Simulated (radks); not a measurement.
Problem. Species: F II. Configuration: 1s1 2s2 2p5 (not the ground configuration). Calculated with a radial shooting solver on a logarithmic mesh with Libxc functionals: non-relativistic Kohn-Sham, exchange-only r2SCAN, spin-unpolarised, spherical densities, point nucleus; meta-GGA in the generalised Kohn-Sham scheme. Some entries of the table are withheld. Estimate them.

orbital,occ.,eigenvalue (hartree),r(max) (bohr)
1s,1,(1),(2)
2s,2,(3),0.7076
2p,5,(4),0.6127

Solution. 
(1) 1s eigenvalue (hartree): -27.76917
(2) 1s r(max) (bohr): 0.1122
(3) 2s eigenvalue (hartree): -1.94438
(4) 2p eigenvalue (hartree): -1.19761
